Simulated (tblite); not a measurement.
Species: heptachlorodialuminate anion, Al2Cl7 (charge -1).
Bonds: Cl1–Al2, Al2–Cl3, Al2–Cl4, Al2–Cl5, Cl5–Al6, Al6–Cl7, Al6–Cl8, Al6–Cl9.

Computed with GFN2-xTB (tblite), gas phase: L-BFGS steps from a force-field or distance-geometry start until the largest atomic force falls under 0.01 eV/Å.

Step 10: E = -946.9455 eV
```
atom  x, y, z in Å  |  force x, y, z in eV/Å
Cl1    -1.7203    3.1809   -0.6193    0.059  -0.009   0.045
Al2    -1.6744    1.1173   -0.3946   -0.112  -0.134   0.046
Cl3    -2.9062    0.4246    1.1472    0.114   0.081  -0.115
Cl4    -1.8281    0.0614   -2.1769   -0.105   0.056   0.030
Cl5     0.3682    0.6064    0.2764    0.029  -0.005  -0.012
Al6     1.7151   -1.0582   -0.3085   -0.020   0.011   0.064
Cl7     3.5867   -0.5680    0.4540   -0.072   0.050   0.027
Cl8     0.8481   -2.7116    0.6002    0.027  -0.017   0.018
Cl9     1.6245   -1.0468   -2.3726    0.080  -0.033  -0.103
```

Step 11: E = -946.9486 eV
```
atom  x, y, z in Å  |  force x, y, z in eV/Å
Cl1    -1.7106    3.1829   -0.6137    0.045  -0.039   0.038
Al2    -1.6832    1.1157   -0.3977   -0.025  -0.103   0.041
Cl3    -2.9022    0.4253    1.1505    0.081   0.069  -0.096
Cl4    -1.8365    0.0609   -2.1805   -0.108   0.063   0.037
Cl5     0.3673    0.6057    0.2732    0.018  -0.037  -0.044
Al6     1.7204   -1.0680   -0.3125   -0.079   0.090   0.065
Cl7     3.5800   -0.5588    0.4594   -0.034   0.044   0.032
Cl8     0.8475   -2.7107    0.6039    0.022  -0.044   0.017
Cl9     1.6308   -1.0469   -2.3767    0.079  -0.043  -0.091
```

Step 12: E = -946.9513 eV
```
atom  x, y, z in Å  |  force x, y, z in eV/Å
Cl1    -1.7015    3.1839   -0.6082    0.035  -0.076   0.034
Al2    -1.6909    1.1122   -0.3994    0.066  -0.034   0.011
Cl3    -2.8973    0.4272    1.1514    0.025   0.040  -0.040
Cl4    -1.8460    0.0616   -2.1829   -0.108   0.058   0.028
Cl5     0.3670    0.6043    0.2695    0.005  -0.056  -0.067
Al6     1.7232   -1.0742   -0.3146   -0.115   0.135   0.032
Cl7     3.5738   -0.5501    0.4647   -0.009   0.038   0.033
Cl8     0.8475   -2.7111    0.6075    0.023  -0.054   0.010
Cl9     1.6378   -1.0479   -2.3820    0.078  -0.052  -0.041
```

Step 13: E = -946.9541 eV
```
atom  x, y, z in Å  |  force x, y, z in eV/Å
Cl1    -1.6917    3.1837   -0.6020    0.027  -0.108   0.030
Al2    -1.6968    1.1079   -0.4005    0.144   0.045  -0.030
Cl3    -2.8919    0.4299    1.1516   -0.035   0.006   0.029
Cl4    -1.8576    0.0635   -2.1848   -0.106   0.049   0.012
Cl5     0.3666    0.6013    0.2640   -0.011  -0.062  -0.079
Al6     1.7232   -1.0771   -0.3158   -0.121   0.143  -0.011
Cl7     3.5678   -0.5406    0.4708   -0.008   0.027   0.026
Cl8     0.8477   -2.7127    0.6113    0.033  -0.042  -0.008
Cl9     1.6463   -1.0500   -2.3886    0.076  -0.058   0.032
```

Problem. Estimate the geometry and energy of step 14. (The exact step hangs on the optimiser's Hessian estimate; all steps are aligned on step 13, rigid shifts and turns removed.)

Solution. E = -946.9579 eV, largest force 0.239 eV/Å
```
atom  x, y, z in Å  |  force x, y, z in eV/Å
Cl1    -1.6785    3.1819   -0.5935    0.020  -0.124   0.023
Al2    -1.7010    1.1031   -0.4022    0.198   0.117  -0.065
Cl3    -2.8857    0.4334    1.1525   -0.089  -0.026   0.094
Cl4    -1.8747    0.0668   -2.1872   -0.101   0.036  -0.009
Cl5     0.3654    0.5953    0.2545   -0.030  -0.053  -0.081
Al6     1.7205   -1.0774   -0.3171   -0.092   0.112  -0.051
Cl7     3.5602   -0.5275    0.4794   -0.032   0.009   0.008
Cl8     0.8485   -2.7158    0.6163    0.055  -0.005  -0.040
Cl9     1.6588   -1.0538   -2.3968    0.071  -0.064   0.121
```

The energy changes by -0.0037 eV. The first-order estimate −F·Δx gives -0.0049 eV and the mean of the old and new forces, exact on a quadratic surface, -0.0037 eV. The step makes an angle of 67° with the force vector and moves no atom by more than 0.018 Å.

What follows is the cost of the whole relaxation. The run took 1.1 s of wall time on one thread, Arm Neoverse V1 (aarch64), on a shared host.
